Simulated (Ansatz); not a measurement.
```yaml
crystal:
  periodic: [false, false, false]
  atoms:
    - {symbol: Si, position_ang: [-1.081159, -0.789367, 1.015989]}
    - {symbol: N, position_ang: [-0.022293, 0.187429, -0.005742]}
    - {symbol: Si, position_ang: [1.289820, -0.522958, -0.950720]}
    - {symbol: B, position_ang: [-0.230474, 1.572111, -0.069160]}
    - {symbol: Cl, position_ang: [0.789280, 2.608397, -1.069152]}
    - {symbol: Cl, position_ang: [-1.522687, 2.348602, 0.847909]}
    - {symbol: H, position_ang: [-0.626610, -2.193801, 0.884299]}
    - {symbol: H, position_ang: [-2.486057, -0.678897, 0.558362]}
    - {symbol: H, position_ang: [-0.970321, -0.363678, 2.430833]}
    - {symbol: H, position_ang: [1.266578, -1.981117, -0.686849]}
    - {symbol: H, position_ang: [2.594305, 0.036190, -0.525314]}
    - {symbol: H, position_ang: [1.076519, -0.278010, -2.396355]}
basis:
  gaussian: {orbitals: def2-SVP}
total_charge: 1
magnetization: {spin_polarized: true, initial_magnetization: 2}
hamiltonian: {xc: {name: B97M-V}}
output: {forces: true}
```

```sh
$ ansatz run in.yaml --threads 4 --pin off --events-out ev --progress --plain --max-ram 11315MiB
```

Output, abridged:

```
Error: a molecule whose nuclei and cores have a total charge of 80 cannot have a net charge of 1 together with 2 unpaired electrons
```

(1) Something in this input is off. What?

Answers

(1) The number of unpaired electrons doesn't fit the electron count. The input was rejected before any iteration.
